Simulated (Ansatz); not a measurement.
System: InP, charge 0, triplet. InP (SMILES [P]=[In], triplet).
B3LYP-D3(BJ)/def2-TZVP minimum from Ansatz (a first-principles code):
```xyz
2

In     0.0000     0.0000    -0.6268
P      0.0000     0.0000     2.0474
```
Charge 0, spin multiplicity 3.

Quantity: atomisation energy (electronic, to ground-state atoms), in kcal/mol. Radicals and triplets start from unrestricted determinants; spin-orbit coupling is neglected. Cores are frozen in correlated methods (noble-gas shells, and filled d and f shells in the p block). Past Kr the def2 sets carry scalar-relativistic core potentials. CBS(X,Y): correlation extrapolated as X^-3, Hartree-Fock from the larger set. A bracket is a step between two methods taken in the basis named. Where a partner has so few electrons that a lower coupled-cluster level is exact, that level stands in. Spin-orbit terms, left out, reach several kcal/mol for Br and I, and more for heavier atoms.

CCSD(T)/CBS(def2-TZVPP,def2-QZVPP) + [CCSDT(Q) - CCSD(T)]/def2-QZVPP + [CCSDTQ - CCSDT(Q)]/def2-SVP (Ansatz) gives 43.3 kcal/mol.

### Question
What does PBE/def2-TZVPD (Ansatz) give here, and how do the other levels compare?

### Answer
PBE gives 48.8 kcal/mol, 5.5 kcal/mol above it. Differences of the others: r2SCAN/def2-TZVPD (Ansatz) 2.5; PBE0/def2-TZVPD (Ansatz) 2.5; wB97M-V/def2-TZVPD (Ansatz) 1.7; CCSD(T)/CBS(def2-TZVPP,def2-QZVPP) (Ansatz) -0.4 kcal/mol.
